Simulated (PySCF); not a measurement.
**Radial density of V⁺ (vanadium, charge +1)**

UHF, [Ar] 3d4, high-spin 5D determinant. All numbers are calculated (PySCF 2.14, no relativity, point nucleus, in aug-cc-pVTZ (8s7p5d3f2g, 93 functions)).

```json
{"r (bohr)": "0.00118", "4πr²ρ (e/bohr)": "0.1360", "4πr²(ρα − ρβ)": "0.0000"}
{"r (bohr)": "0.00199", "4πr²ρ (e/bohr)": "0.3707", "4πr²(ρα − ρβ)": "0.0000"}
{"r (bohr)": "0.00335", "4πr²ρ (e/bohr)": "0.9856", "4πr²(ρα − ρβ)": "-0.0001"}
{"r (bohr)": "0.00563", "4πr²ρ (e/bohr)": "2.511", "4πr²(ρα − ρβ)": "-0.0002"}
{"r (bohr)": "0.00947", "4πr²ρ (e/bohr)": "5.956", "4πr²(ρα − ρβ)": "-0.0004"}
{"r (bohr)": "0.0159", "4πr²ρ (e/bohr)": "12.54", "4πr²(ρα − ρβ)": "-0.0009"}
{"r (bohr)": "0.0268", "4πr²ρ (e/bohr)": "21.66", "4πr²(ρα − ρβ)": "-0.0015"}
{"r (bohr)": "0.0450", "4πr²ρ (e/bohr)": "27.28", "4πr²(ρα − ρβ)": "-0.0020"}
{"r (bohr)": "0.0758", "4πr²ρ (e/bohr)": "23.11", "4πr²(ρα − ρβ)": "-0.0020"}
{"r (bohr)": "0.127", "4πr²ρ (e/bohr)": "21.88", "4πr²(ρα − ρβ)": "0.0068"}
{"r (bohr)": "0.214", "4πr²ρ (e/bohr)": "29.64", "4πr²(ρα − ρβ)": "0.1180"}
{"r (bohr)": "0.361", "4πr²ρ (e/bohr)": "16.93", "4πr²(ρα − ρβ)": "0.6854"}
{"r (bohr)": "0.607", "4πr²ρ (e/bohr)": "9.604", "4πr²(ρα − ρβ)": "1.9327"}
{"r (bohr)": "1.02", "4πr²ρ (e/bohr)": "10.74", "4πr²(ρα − ρβ)": "2.5577"}
{"r (bohr)": "1.72", "4πr²ρ (e/bohr)": "3.058", "4πr²(ρα − ρβ)": "1.4847"}
{"r (bohr)": "2.89", "4πr²ρ (e/bohr)": "0.3803", "4πr²(ρα − ρβ)": "0.3436"}
{"r (bohr)": "4.85", "4πr²ρ (e/bohr)": "0.01771", "4πr²(ρα − ρβ)": "0.0177"}
{"r (bohr)": "8.17", "4πr²ρ (e/bohr)": "0.0001163", "4πr²(ρα − ρβ)": "0.0001"}
```

(1) Where is the radial spin density 4πr²(ρα − ρβ) most negative, and why is it negative at all?

Answers

(1) Around r = 0.0758 bohr, down to -0.0020 e/bohr: exchange with the open shell polarises the paired shells in an unrestricted calculation.
